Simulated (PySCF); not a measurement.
Gas-phase reaction: ZnF2 + Br2 = ZnBr2 + 2 F. Level: ωB97M-V/def2-TZVP†; standard pressure 1 bar.

Method: PySCF energies plus ideal-gas RRHO corrections (1 bar). † marks an energy on the PBE0/def2-TZVP geometry and frequencies. Open shells (unrestricted): F (multiplicity 2, electronic degeneracy 6); the rest are closed-shell singlets. Spin-orbit splitting is ignored; it lowers the true energy and changes the entropy of F. Br, Zn: all electrons, no relativistic terms. The harmonic model lacks anharmonicity and excited electronic states, which grow with temperature; levels with a mode under 35 cm⁻¹ are left out. Soft modes under 120 cm⁻¹ make the harmonic entropy rough for ZnBr2.

```
T (K)  1000/T (1/K)  log10 K
-----  ------------  -------
1200         0.8333   -11.89
1400         0.7143        ?
1600         0.6250    -7.16
1800         0.5556    -5.58
2000         0.5000    -4.31
2500         0.4000    -2.02
```

Problem. Fit log10 K = a + b·(1000/T) to the five rows, get the mean ΔH° and ΔS°, and predict log10 K at 1400 K.

Solution. Means: 1000/T = 0.5828, log10 K = -6.192. Sums of products about the means: Sxy = -2.40332, Sxx = 0.105543, so b = Sxy/Sxx = -22.77 and a = -6.192 − (-22.77)×0.5828 = 7.08.
ΔH° = −R ln 10 × 1000 K × b = −19.145 × (-22.77) = 436 kJ; ΔS° = R ln 10 × a = 136 J/K. The run's own values go from 434 kJ and 134 J/K at 1200 K to 440 kJ and 137 J/K at 2500 K.
Prediction at 1400 K: 7.08 + (-22.77)×0.7143 = -9.18. The computed value is -9.19, 0.01 from the line.
For scale, ΔH°(298 K) is 428 kJ at this level, 429 kJ at ωB97X-V/def2-TZVP†, and runs from 135 to 599 kJ over the 19 levels computed.
